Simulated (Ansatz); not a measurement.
Basis sets compared for In(OCMe2)H3 (C₃H₉InO). Total charge 0; singlet. Geometry r2SCAN-D4/def2-SVP. Ansatz on 2 threads of AMD EPYC 7R13 on a shared host; times are rough, and most runs start from earlier orbitals.

Cartesian coordinates in Å:
```
In 2.089 1.361 -0.929
O 0.706 0.343 0.692
C -0.344 -0.268 0.507
C -1.102 -0.824 1.674
C -0.896 -0.472 -0.872
H -2.120 -0.400 1.686
H -1.224 -1.913 1.552
H -0.586 -0.600 2.615
H -0.129 -0.963 -1.494
H -1.067 0.516 -1.333
H -1.826 -1.056 -0.885
H 0.846 2.438 -1.512
H 2.344 -0.097 -1.855
H 3.309 1.934 0.154
```

In the def2 sets In takes a core potential; there is no spin–orbit coupling.

Binding counts from free atoms (In doublet, O triplet, C triplet, H doublet) in the same basis, without a counterpoise term.

```
           level  functions  energy (Eh)  HOMO (eV)  LUMO (eV)  binding per atom (eV)  wall time
 PBE-D4/def2-SVP        127    -384.6720      -6.06      -2.61                   3.70      1.7 s
PBE0-D4/def2-SVP        127    -384.6947      -7.22      -1.51                   3.65      2.4 s
```

**Question.** Estimate the rows for PBE-D4/def2-TZVP, PBE0-D4/def2-TZVP (with forces).

**Answer.** 
```tsv
level	functions	energy (Eh)	HOMO (eV)	LUMO (eV)	binding per atom (eV)	wall time
PBE-D4/def2-TZVP	228	-384.8995	-6.13	-2.72	3.67	4.7 s
PBE0-D4/def2-TZVP (with forces)	228	-384.9175	-7.27	-1.59	3.61	11 s
```
